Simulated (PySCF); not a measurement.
C₄H₆GeS.
Atom-mapped SMILES: `[GeH3:1][c:2]1[cH:3][cH:4][cH:5][s:6]1` (hydrogens: H7, H8, H9 on Ge1; H10 on C3; H11 on C4; H12 on C5)

Geometry (PBE0-D3(BJ)/def2-SVP, Å), atoms numbered from 1 in this order:
```xyz
12
C4H6GeS angstrom
Ge     2.2513   -0.1451   -0.2290
C      0.3175   -0.0656   -0.1873
C     -0.4820    0.3306    0.8634
C     -1.8729    0.2480    0.5775
C     -2.1173   -0.2105   -0.6912
S     -0.6580   -0.5369   -1.5297
H      2.7700    0.3711   -1.5818
H      2.7447   -1.5895   -0.0274
H      2.7748    0.7399    0.9140
H     -0.0799    0.6759    1.8180
H     -2.6614    0.5204    1.2805
H     -3.0802   -0.3667   -1.1766
```

Method used: core-valence-separated Tamm–Dancoff BHandHLYP/aug-pcX-1 (pcseg-1 on H, def2-SVPD on S, def2-SVPD on Ge) in PySCF, non-relativistic, gas phase, PBE0-D3(BJ)/def2-SVP geometry.

Computed carbon K-edge spectrum, Gaussian lines of 0.4 eV full width, highest printed point 100; it ends one width below the last computed root. Absolute energies from this functional tend to lie a few eV below measured edges; no shift was applied.

```csv
photon energy (eV),absorption
282.7,0
282.8,1
282.9,5
283.0,16
283.1,40
283.2,74
283.3,100
283.4,99
283.5,71
283.6,37
283.7,14
283.8,4
283.9,1
284.0,0
284.1,0
284.2,0
284.3,0
284.4,0
284.5,0
284.6,0
284.7,0
284.8,0
284.9,0
285.0,0
285.1,0
285.2,0
285.3,0
285.4,1
285.5,5
285.6,11
285.7,22
285.8,34
285.9,44
286.0,47
286.1,41
286.2,31
286.3,24
286.4,25
286.5,27
286.6,25
286.7,18
286.8,11
286.9,7
287.0,6
```

Q: Where are the maxima, and which lines make them up?

A: 3 maxima:
- 283.3 eV: C4 (aromatic CH carbon), 283.38 eV, f = 0.096, 1s→π*, 43 % of the height at the exact maximum; C2 (substituted aromatic carbon), 283.33 eV, f = 0.049, 1s→π*, 23 % of the height at the exact maximum; C5 (aromatic CH next to a ring sulfur), 283.36 eV, f = 0.039, 1s→π*, 18 % of the height at the exact maximum; C3 (aromatic CH carbon), 283.24 eV, f = 0.040, 1s→π*, 16 % of the height at the exact maximum
- 286.0 eV: C5 (aromatic CH next to a ring sulfur), 286.07 eV, f = 0.034, 31 % of the height at the exact maximum; C2 (substituted aromatic carbon), 285.84 eV, f = 0.035, 25 % of the height at the exact maximum; C3 (aromatic CH carbon), 286.08 eV, f = 0.019, 16 % of the height at the exact maximum; C4 (aromatic CH carbon), 285.96 eV, f = 0.014, 15 % of the height at the exact maximum
- 286.5 eV: C2 (substituted aromatic carbon), 286.50 eV, f = 0.035, 61 % of the height at the exact maximum; C5 (aromatic CH next to a ring sulfur), 286.59 eV, f = 0.022, 35 % of the height at the exact maximum

Further lines of some strength in the range: C4, 285.72 eV, f = 0.011; C3, 286.01 eV, f = 0.009.

Roots within 0.03 eV on the same or equivalent atoms count as one line; shares under 12 % aren't listed.

Vibrational structure and lifetime widths aren't in the curve. The ionisation threshold wasn't computed; near and above it a finite basis only mimics Rydberg series and continuum. Relativistic effects, spin–orbit coupling among them, are left out although an element past zinc is present.
